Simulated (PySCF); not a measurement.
A structure optimised at PBE-D3(BJ)/def2-SVP, used in a PySCF frequency run:

```
Si
Cl 1 2.0691
Cl 1 2.0691 2 108.96
Cl 1 2.0752 2 109.08 3 -118.98
Si 1 2.3405 2 110.69 3 121.95
H 5 1.5007 1 109.48 2 58.95
H 5 1.5007 6 110.41 1 -120.61
Cl 5 2.0811 6 109.69 7 -121.00
```
Charge 0, spin multiplicity 1.

**Question.** Write its SMILES, formula and point group.

**Answer.** Cl[SiH2][Si](Cl)(Cl)Cl, Cl4H2Si2, Cs

**Question.** What are its rotational constants (standard atomic weights)?

**Answer.** 1.2024, 0.63621, 0.62672 GHz
